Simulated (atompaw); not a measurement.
# As: PAW (atompaw) pseudisation with LDA (PW92), scalar-relativistic reference atom.

- Element: As
- Generator: atompaw 4.2.0.5
- Type: PAW
- Functional: LDA (PW92)
- Relativity: scalar-relativistic
- Frozen core: [Ne]
- Valence charge: 23
- Reference configuration: 3s2 3p6 3d10 4s2 4p1 (charge +2)
- Partial waves: 3s (bound): rc 0.80 bohr; 4s (bound): rc 1.30 bohr; 3p (bound): rc 0.70 bohr; 4p (bound): rc 1.30 bohr; 3d (bound): rc 1.30 bohr; 3d channel at -4.25 Ry: rc 1.30 bohr
- Local potential: ultrasoft scheme with l = 3 at -0.5 Ry, radius 0.95 bohr
- Core correction: smooth core density matched at 1.25 bohr
- Augmentation charge: sinc compensation charge, radius 1.20 bohr; PAW radius 1.30 bohr; waves and projectors: custom polynom2 7 10 vanderbiltortho

All-electron outer shells of the reference configuration (LDA (PW92), scalar-relativistic, ld1.x):

| shell | level (eV) | outermost node (bohr) | outermost maximum (bohr) |
| --- | --- | --- | --- |
| 2p | -1324.54 | – | 0.14 |
| 3s | -210.94 | 0.25 | 0.52 |
| 3p | -154.85 | 0.22 | 0.52 |
| 3d | -62.26 | – | 0.47 |
| 4s | -33.77 | 0.73 | 1.55 |
| 4p | -22.95 | 0.77 | 1.81 |

(1) Is the overlap operator S = 1 + Σ q|β⟩⟨β| positive definite (Bessel basis up to 400 Ry)?

A Bessel basis up to 400 Ry misses an occupied level by 9.69 Ry, so cutoffs and ghosts were not judged.

## Answers

(1) Yes: its lowest eigenvalue is 0.51 (s channel).
